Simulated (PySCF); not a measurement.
## Molecular orbitals of LiSe

M06-2X at R = 2.288 Å; PySCF, no relativity, basis sets Li def2-SVPD, Se def2-SVPD. State: ²Π (doublet), unpaired electrons π ↑. Only the outer orbitals are listed, counted within each symmetry.

| spin | orbital | occ. | ε (eV) | on Li (%) | main shells (%) |
| --- | --- | --- | --- | --- | --- |
| α | 7σ | 1 | -59.89 | 100 | 100 Li s |
| α | 8σ | 1 | -18.44 | 1 | 99 Se s |
| α | 4π | 1 | -7.77 | 2 | 98 Se p |
| α | 9σ | 1 | -7.51 | 6 | 93 Se p |
| α | 4π | 1 | -6.76 | 3 | 97 Se p |
| α | 10σ | 0 | -1.46 | 96 | 59 Li s, 37 Li p |
| β | 7σ | 1 | -59.89 | 100 | 100 Li s |
| β | 8σ | 1 | -16.96 | 0 | 99 Se s |
| β | 9σ | 1 | -7.11 | 7 | 91 Se p |
| β | 4π | 1 | -6.32 | 3 | 96 Se p |
| β | 4π | 0 | -2.16 | 10 | 90 Se p, 10 Li p |
| β | 10σ | 0 | -1.47 | 94 | 59 Li s, 36 Li p |

Which are the highest filled and the lowest empty level, where do they sit, and how wide is the gap?

Highest filled β 4π at -6.32 eV (in %: 96 Se p); lowest empty β 4π at -2.16 eV (in %: 90 Se p, 10 Li p); the gap at M06-2X is 4.16 eV. Both belong to one degenerate shell, split only by its one-sided filling, so this is no excitation gap.

```
bond order (Mayer)                               : 0.41
⟨S²⟩                                             : 0.754
charge on Li (Mulliken, basis-dependent)         : 0.79
charge on Li (Löwdin, basis-dependent)           : 0.46
dipole moment (positive dipole means Li(−)Se(+)) : -7.19 D
```

Spin–orbit coupling is left out. The state is the lowest determinant that a PBE0 search found; another state may lie lower at other levels.
